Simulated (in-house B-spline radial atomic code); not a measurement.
RPA and G0W0 for Br⁷⁺, [Ar] 3d10, as one setting changes: the highest l of the empty states. Start: PBE0. A dash marks a level of low quasi-particle weight. Computed with a B-spline radial code for spherical atoms: all electrons, scalar-relativistic (spin-free one-electron X2C), finite nucleus, each spin shell either full or empty, empty states to the listed l with an (l + 1/2)⁻⁴ tail; G0W0 by contour deformation at full frequency.

```tsv
highest l of the empty states	RPA summed (Eh)	RPA extrapolated (Eh)	G0W0 level (eV)
4	-1.8469	-2.1101	3d -193.15
5	?	?	?
6	-2.0218	-2.1206	3d -193.43
7	-2.0523	-2.1147	3d -193.45
8	-2.0691	-2.1088	3d -193.43
9	?	?	?
10	-2.0852	-2.1041	3d -193.42
11	-2.0893	-2.1031	3d -193.41
```

Question: What belongs in the row for 9?

Answer: RPA summed (Eh): -2.079; RPA extrapolated (Eh): -2.1058; G0W0 level (eV): 3d -193.42.

Question: What belongs in the row for 5?

Answer: RPA summed (Eh): -1.9643; RPA extrapolated (Eh): -2.1278; G0W0 level (eV): 3d -193.43.
